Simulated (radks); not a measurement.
Problem. Tc3+, 40 electrons, occupied as [Kr] 4d4. Calculated with a radial shooting solver on a logarithmic mesh with Libxc functionals: Dirac Kohn-Sham, LDA (Slater exchange, Perdew-Wang correlation), spin-unpolarised, spherical densities, finite nucleus; open shells are shared between the two j in proportion to 2j + 1; Fermi nuclear charge, rms radius 4.4112 fm.

Spin-orbit splittings of the eigenvalues, e(l+1/2) - e(l-1/2), with zeta = 2 splitting/(2l+1) and mean radii in bohr:

shell  occ.  splitting (eV)  zeta (eV)  <r> j=l-1/2  <r> j=l+1/2
2p        6           118.1      78.70       0.1272       0.1318
3p        6               ?          ?       0.4095       0.4202
3d       10           3.804      1.522       0.3971       0.4006
4p        6           3.065      2.044        1.137        1.166
4d        4          0.3506     0.1403        1.512        1.525

Estimate the 3p splitting.

Solution. 19.76 eV (zeta = 13.18 eV).
